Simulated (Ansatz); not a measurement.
ClO (SMILES [O]Cl), doublet, at a GFN2-xTB geometry. Base run: HF/6-311G** run with Ansatz (a first-principles code).

Ansatz was given this input:
Ansatz 0.2 input:
```yaml
crystal:
  periodic: [false, false, false]
  atoms:
    - {symbol: Cl, position_ang: [-0.00000000, -0.00000000, -0.49281646]}
    - {symbol: O, position_ang: [0.00000000, 0.00000000, 1.04723499]}
basis:
  gaussian:
    orbitals: 6-311G__.json
hamiltonian:
  xc: hf
magnetization: {spin_polarized: true, initial_magnetization: 1}
```
The basis file holds 6-311G** in the JSON format of the Basis Set Exchange.

The bond that is stretched is that between atoms 1 and 2. A test that says stable can miss a lower solution.

The base run was repeated with changes; each row names its change, and settings that it needs were set with it.

```csv
change,ΔE vs base (mEh),<S^2>,stability test says
base,0.000,0.761,minimum
spin_polarized = on; lower_state_search = off,0.000,0.761,undecided (no full test)
spin_polarized = on; lower_state_search = standard,0.000,0.761,minimum
bond × 1.25,5.691,1.276,minimum
spin_polarized = on; lower_state_search = off; bond × 1.25,5.691,1.276,undecided (no full test)
spin_polarized = on; lower_state_search = standard; bond × 1.25,5.691,1.276,minimum
bond × 1.5,-2.868,1.645,minimum
spin_polarized = on; lower_state_search = off; bond × 1.5,-2.868,1.645,undecided (no full test)
spin_polarized = on; lower_state_search = standard; bond × 1.5,-2.868,1.645,minimum
bond × 1.8,-7.665,1.743,minimum
spin_polarized = on; lower_state_search = off; bond × 1.8,-7.573,1.737,undecided (no full test)
spin_polarized = on; lower_state_search = standard; bond × 1.8,-7.665,1.743,minimum
bond × 2.2,-9.953,1.761,minimum
spin_polarized = on; lower_state_search = off; bond × 2.2,-8.730,1.758,undecided (no full test)
spin_polarized = on; lower_state_search = standard; bond × 2.2,-9.953,1.761,minimum
bond × 3.0,-9.284,1.761,minimum
spin_polarized = on; lower_state_search = off; bond × 3.0,28.856,1.760,undecided (no full test)
spin_polarized = on; lower_state_search = standard; bond × 3.0,-9.284,1.761,minimum
```

On stretching, the SCF can end on different states; <S^2> shows the spin contamination of each.
